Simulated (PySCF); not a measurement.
## Broadened absorption spectrum of C5H5NO2Si

C5H5NO2Si.
SMILES: `N#C/C=C/C(=O)[SiH2]C=O`

Computed, not measured: TDDFT CAM-B3LYP/def2-SVPD, vertical, gas phase, core orbitals frozen in the response in PySCF 2.14.0, density-fitted response routines. Isolated species at its GFN2-xTB geometry (one conformer only). Torsions of this conformer, `[N:1]#[C:2]/[CH:3]=[CH:4]/[C:5](=[O:6])[SiH2:7][CH:8]=[O:9]`: C3–C4–C5–O6 -20°, C4–C5–Si7–C8 58°, C5–Si7–C8–O9 -59°.

Broadening: Gaussians 0.4 eV wide at half height, area fixed by f = 4.319×10⁻⁹ ∫ε dν̃. The width is an assumption, not a result. The curve ends short of the highest state used, and states not computed would add to its high-energy end.

```
E (eV)  ε (L mol⁻¹ cm⁻¹)
  2.18                 0
  2.25                 2
  2.32                 6
  2.39                17
  2.46                41
  2.53                83
  2.60               141
  2.67               204
  2.74               252
  2.81               269
  2.88               257
  2.95               233
  3.02               214
  3.09               204
  3.16               192
  3.23               168
  3.30               129
  3.37                85
  3.44                47
  3.50                25
  3.57                10
  3.64                 4
  3.71                 1
  3.78                 0
  3.85                 0
  3.92                 1
  3.99                 3
  4.06                10
  4.13                33
  4.20                92
  4.27               217
  4.34               433
  4.41               731
  4.48              1057
  4.55              1349
  4.62              1669
  4.69              2354
  4.76              4077
  4.82              6986
  4.89             12382
  4.96             19243
  5.03             25567
  5.10             28879
  5.17             27811
  5.24             23062
  5.31             16809
  5.38             11159
  5.45              7081
  5.52              4483
  5.59              2892
  5.66              1948
  5.73              1466
  5.80              1311
  5.87              1314
  5.94              1301
  6.01              1168
```

Q: Where are the band maxima, and which computed states make them?

A: 441 nm (2.81 eV), ε about 270, made up of S1 (93%); 242 nm (5.12 eV), ε about 29000, made up of S4 (98%); 210 nm (5.90 eV), ε about 1300, made up of S7 (85%) (hardly more than a shoulder) (ε in L mol⁻¹ cm⁻¹; maxima over ε = 5, shares over 10%). The states used: S1 2.78 eV (f 0.0038); S2 3.17 eV (f 0.0025); S3 4.59 eV (f 0.019); S4 5.11 eV (f 0.423); S5 5.44 eV (f 0.045); S6 5.70 eV (f 0.0036); S7 5.95 eV (f 0.017); S8 6.61 eV (f 0.020).

Q: Does any computed singlet lie in the visible range?

A: 2 computed singlets (S1 to S2) lie in the visible range (380 to 750 nm), the largest f among them at 445 nm, f = 0.0038; light of that wavelength is blue, and its complementary colour is yellow; a Tamm–Dancoff triplet lies at 551 nm, without intensity as long as spin–orbit coupling is left out.

Q: On this curve, what absorbance would a 10⁻⁴ mol/L sample give at 248 nm over a 1 cm path?

A: 248 nm is 4.999 eV, where ε is about 23000 L mol⁻¹ cm⁻¹, so A = ε c l ≈ 2.3 (Beer–Lambert, with the gas-phase spectrum and the assumed width).

Q: What would ε be at 5.12 eV, the highest of these maxima, with half the width (0.2 eV)?

A: About 56800 L mol⁻¹ cm⁻¹ against 29000, a factor of about 1.96; a lone state at its own centre would give exactly 2.

The run took 37 s on Intel Xeon 6975P-C, one thread, no GPU, shared host with 192 logical CPUs at a one-minute load of 37, and the process peaked at 1.1 GiB of memory.
